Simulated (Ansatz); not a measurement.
Calculated with Ansatz (gas phase, PBE0-D4/def2-TZVP geometries, no zero-point term in ΔE). CCSD(T)/CBS adds triple-zeta CCSD(T) − MP2 to the extrapolated MP2 energy (def2 sets, frozen cores). This one scheme is used for every species. Functionals use def2-TZVPP. B3LYP here is the variant with VWN-RPA as its local correlation; programs differ in this. Elements past krypton have def2 core potentials. For Te outer-core shells are correlated without core-valence functions, which leaves a few kJ/mol of doubt a bond. Each species was taken in one conformer, which may not be the lowest.

Consider the ligand exchange at a B–O bond: `COBCN` + H₂Te → `NCB[TeH]` + CH₃OH.

Is it downhill or uphill in electronic energy at CCSD(T)/CBS, and by how much? (An estimate is asked.)

The calculation gave: Uphill: ΔE = +70.0 kJ/mol.

What do these levels give: B3LYP-D4, ωB97M-V, r2SCAN, PBE0, B3LYP, HF/def2-QZVPP? (Best estimate.)

Computed: B3LYP-D4 81.6, ωB97M-V 83.1, r2SCAN 75.1, PBE0 72.6, B3LYP 85.4, HF/def2-QZVPP 94.0 kJ/mol.

Largest T1 diagnostic among the species: 0.013.

The D4 term adds −3.8 kJ/mol with B3LYP and −1.9 kJ/mol with PBE0; it sums over pairs of atoms, weighted by their polarisabilities, and B3LYP, whose exchange is more repulsive, gets the larger term. In def2-TZVPP, CCSD(T) changes the Hartree–Fock value by −17.6 kJ/mol (the triples alone add −3.5 kJ/mol) and MP2 by −24.5 kJ/mol.
